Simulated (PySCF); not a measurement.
## Two-component Hartree-Fock for Ru²⁷⁺ (ruthenium, charge +27)

Start: [Ne] 3s2 3p5; 3p1/2 filled at m_j = +1/2; 3p3/2 filled at m_j = -3/2, -1/2, +1/2, +3/2. Calculated with PySCF 2.14 in an uncontracted even-tempered set (19 s from 4 bohr⁻², ratio 2.4; 14 p from 5.2 bohr⁻², ratio 2.4; 5 d from 22 bohr⁻², ratio 2.6; 4 f from 33 bohr⁻², ratio 2.6): generalised Hartree-Fock with the X2C-1e Hamiltonian and a Gaussian nucleus; one run each with spin-orbit coupling (SO) screened by Boettger's factors, then bare. This is a chosen level, not necessarily the ground level.

```json
{"spinor shell": "1s1/2", "electrons": "2", "ε, screened SO (eV)": "-23519.2", "ε, bare SO (eV)": "-23519.1", "weight of nominal j (bare SO)": "1.000", "rms radius, bare SO (bohr)": "0.0384"}
{"spinor shell": "2s1/2", "electrons": "2", "ε, screened SO (eV)": "-4526.0", "ε, bare SO (eV)": "-4526.0", "weight of nominal j (bare SO)": "1.000", "rms radius, bare SO (bohr)": "0.156"}
{"spinor shell": "2p1/2", "electrons": "2", "ε, screened SO (eV)": "-4273.7", "ε, bare SO (eV)": "-4278.4", "weight of nominal j (bare SO)": "1.000", "rms radius, bare SO (bohr)": "0.135"}
{"spinor shell": "2p3/2", "electrons": "4", "ε, screened SO (eV)": "-4142.4", "ε, bare SO (eV)": "-4140.4", "weight of nominal j (bare SO)": "1.000", "rms radius, bare SO (bohr)": "0.139"}
{"spinor shell": "3s1/2", "electrons": "2", "ε, screened SO (eV)": "-1637.9", "ε, bare SO (eV)": "-1637.9", "weight of nominal j (bare SO)": "1.000", "rms radius, bare SO (bohr)": "0.385"}
{"spinor shell": "3p1/2", "electrons": "1", "ε, screened SO (eV)": "-1547.4", "ε, bare SO (eV)": "-1548.5", "weight of nominal j (bare SO)": "1.000", "rms radius, bare SO (bohr)": "0.374"}
{"spinor shell": "3p3/2", "electrons": "4", "ε, screened SO (eV)": "-1512.8", "ε, bare SO (eV)": "-1512.4", "weight of nominal j (bare SO)": "1.000", "rms radius, bare SO (bohr)": "0.382"}
```

| quantity | screened SO | bare SO |
| --- | --- | --- |
| E (hartree) | -4030.25824 | -4030.28553 |
| M_J | 1/2 | 1/2 |
| ⟨J²⟩ | 0.751 | 0.751 |
| ⟨L²⟩ | 2.007 | 2.008 |
| ⟨S²⟩ | 0.755 | 0.755 |

Each row is a mean over spinors that exchange with the open shell spreads, by up to 9.449 eV (2p1/2).

Breit and QED terms are absent; they matter most for the inner s and p1/2 levels.

Densities and radii are taken from the X2C orbitals without a picture-change correction, which distorts them close to the nucleus.
